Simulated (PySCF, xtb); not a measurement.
CaH₂O₂, SMILES [Ca]([OH])[OH]. The values are those of a single conformer.

Harmonic wavenumbers (cm⁻¹) from xtb 6.7.1 with GFN2-xTB at its own minimum, in rising order: 113, 123, 134, 378, 386, 512, 515, 3649, 3656.

### Question
What does PBE-D3(BJ)/def2-TZVP (PySCF) give at its own minimum? (Estimate from the structure and the level; the computed values follow.)

### Answer
39, 425, 426, 435, 440, 530, 624, 3832, 3832. Paired by order, the mean absolute difference is 140 cm⁻¹ and the zero-point energies are 13.5 and 15.1 kcal/mol.
